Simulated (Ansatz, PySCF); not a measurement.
System: digallium oxide, Ga₂O, net charge 0, singlet state. 
Structure (B3LYP-D3(BJ)/def2-TZVP (Ansatz, an electronic-structure program) minimum search):
```xyz
3

Ga     0.0000     0.0000    -1.8134
O      0.0000     0.0000     0.0000
Ga     0.0000     0.0000     1.8134
```
Charge 0, spin multiplicity 1.

Total electronic energies in hartree. Valence correlation only, unless marked. No spin-orbit coupling. Frozen are the shells of the preceding noble gas and the d and f shells that filled before the atom's block. Non-relativistic. Basis-set limits of correlation are two-point, X^-3; Hartree-Fock from the larger set. The bracket is a focal-point correction in the basis named.

```tsv
level	program	energy (Eh)
BLYP-D4/def2-TZVPD	Ansatz + dftd4	…
BP86-D4/def2-TZVPD	PySCF + dftd4	-3925.58363
PBE0/def2-TZVP	Ansatz	…
r2SCAN0-D4/def2-TZVPD	Ansatz + dftd4	-3924.91568
CAM-B3LYP-D4/def2-TZVPD	Ansatz + dftd4	-3925.26889
CAM-B3LYP/def2-TZVPD	Ansatz	-3925.26572
LC-wPBE-D4/def2-TZVPD	Ansatz + dftd4	…
B2GP-PLYP-D3(BJ)/def2-TZVPD	Ansatz + dftd3	-3923.87181
B2GP-PLYP/def2-TZVPD	Ansatz	-3923.86737
PBE-QIDH/def2-TZVPD	Ansatz	-3923.65383
SCS-MP2/aug-cc-pVDZ	Ansatz	-3921.68715
SCS-MP2/cc-pVDZ	Ansatz	-3921.65985
SCS-MP2/cc-pVQZ	Ansatz	-3921.93626
RI-MP2/CBS(aug-cc-pVTZ,aug-cc-pVQZ)+[CCSD(T)-MP2]/aug-cc-pVDZ	Ansatz	-3921.9843
CCSD(T)/CBS(aug-cc-pVTZ,aug-cc-pVQZ)	Ansatz	-3921.9788
```

Task: Some entries are withheld; supply them.

Result: 
- BLYP-D4/def2-TZVPD, energy (Eh): -3925.21200
- PBE0/def2-TZVP, energy (Eh): -3924.45583
- LC-wPBE-D4/def2-TZVPD, energy (Eh): -3924.47711
